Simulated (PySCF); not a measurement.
Simulated absorption spectrum

C7H9BO3.
InChI=1S/C7H9BO3/c1-2-6(9-4-1)7-3-5-10-8-11-7/h1-2,4,7-8H,3,5H2/t7-/m0/s1

Method: TDDFT CAM-B3LYP/def2-SVPD, vertical, gas phase, core orbitals frozen in the response in PySCF. One conformer (not necessarily the lowest) at the PBE0-D3(BJ)/def2-SVP geometry, without solvent, vibrations or thermal averaging.

Computed states:

| state | E (eV) | f |
| --- | --- | --- |
| S1 | 6.08 | 0.251 |
| S2 | 6.44 | 0.018 |
| S3 | 6.90 | 0.0087 |
| S4 | 7.05 | 0.0075 |
| S5 | 7.20 | 0.026 |
| S6 | 7.37 | 0.0039 |
| S7 | 7.58 | 0.0070 |
| S8 | 7.83 | 0.0023 |
| S9 | 7.87 | 0.0019 |
| S10 | 7.96 | 0.024 |

Each state is given a Gaussian of 0.3 eV full width at half maximum, with ε(max) = 2.175×10⁸ f / Δν̃ (Δν̃ the width in cm⁻¹). The cross-section is σ = 3.8235×10⁻²¹ ε cm², given in Mb (10⁻¹⁸ cm²). The width is an assumption, not a result. The curve ends short of the highest state used, and states not computed would add to its high-energy end.

(1) What does the envelope look like, and where are its maxima?

(2) Coming from long wavelengths, where does ε first pass 100 L mol⁻¹ cm⁻¹?

(3) On this curve, what absorbance would a 10⁻⁵ mol/L sample give at 193 nm over a 1 cm path?

## Answers

(1) 
λ (nm), σ (Mb) and a bar:
```
    168.6       6.30 ##
    170.4       9.27 ###
    172.1      11.08 ####
    173.9      10.76 ####
    175.7       8.90 ###
    177.5       6.88 ##
    179.3       5.21 ##
    181.1       3.71 #
    182.8       2.49 #
    184.6       1.80 #
    186.4       2.12 #
    188.2       3.44 #
    190.0       5.23 ##
    191.8       6.95 ##
    193.6       9.09 ###
    195.3      13.66 #####
    197.1      24.38 ########
    198.9      42.45 ###############
    200.7      64.21 ######################
    202.5      81.44 ############################
    204.3      86.30 ##############################
    206.0      77.68 ###########################
    207.8      59.10 #####################
    209.6      38.38 #############
    211.4      21.45 #######
    213.2      10.40 ####
    215.0       4.40 #
    216.7       1.74 #
    218.5       0.58 
    220.3       0.17
```

Maxima: 204 nm (6.08 eV), ε about 23000, made up of S1 (100%); 173 nm (7.18 eV), ε about 2900, made up of S4 (14%) and S5 (80%) (ε in L mol⁻¹ cm⁻¹; maxima over ε = 5, shares over 10%).

(2) At about 219 nm (5.66 eV), 0.42 eV below S1.

(3) 193 nm is 6.424 eV, where ε is about 2100 L mol⁻¹ cm⁻¹, so A = ε c l ≈ 0.021 (Beer–Lambert, with the gas-phase spectrum and the assumed width).
